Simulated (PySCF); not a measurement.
Computed IR spectrum (relative IR intensity) of a molecule C5H7F. Coordinates come from a B3LYP-D3(BJ)/def2-SVP optimisation. The values are those of a single conformer. Calculation: B3LYP-D3(BJ)/def2-SVP in PySCF. Harmonic, unscaled wavenumbers; measured fundamentals usually lie a few per cent lower.

```
ν (cm⁻¹)  relative intensity
--------  ------------------
306                      3.0
348                      7.9
473                      8.6
496                      4.7
673                      8.3
707                      5.4
896                      9.9
962                      100
979                       16
1023                      76
1028                     6.2
1046                      34
1087                      77
1192                     7.5
1288                     5.4
1318                      32
1337                     9.0
1425                      20
1442                      21
1722                     4.9
3015                      35
3133                     8.8
3140                     6.9
3156                     7.4
3160                     4.0
3231                      10
3237                     8.7
```

### Question
Which structure fits?
A. C=CC/C=C\F
B. C=C[C@@H]1C[C@@H]1F
C. C=CC(F)C=C
D. C[C@@]1(F)C=CC1

### Answer
C, C=CC(F)C=C
